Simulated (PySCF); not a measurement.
**Electron affinity of Ag by level of theory**

Ag⁻ [Kr] 4d10 5s2 (1S) → Ag [Kr] 4d10 5s1 (2S), as a difference of total energies. Computed with PySCF 2.14 in def2-TZVPPD with the def2 core potential (28 electrons) (6s4p3d2f1g, 56 functions), with scalar relativity through the core potential. Correlated levels: valence and next inner shell: nothing frozen outside the core potential. The calculations carry no spin-orbit coupling.

```tsv
method	electron affinity (eV)	error (eV)
UHF	-0.141	-1.445
MP2 (valence and next inner shell)	0.906	-0.398
SCS-MP2 (valence and next inner shell)	0.899	-0.405
CCSD (valence and next inner shell)	0.905	-0.399
CCSD(T) (valence and next inner shell)	1.029	-0.275
```

Reference: 1.304 eV (measured; photodetachment measurements, as compiled on the Wikipedia data page of electron affinities).

Errors of the correlated levels include the incompleteness of this basis.

A negative affinity means that the anion lies above the atom at that level of theory.
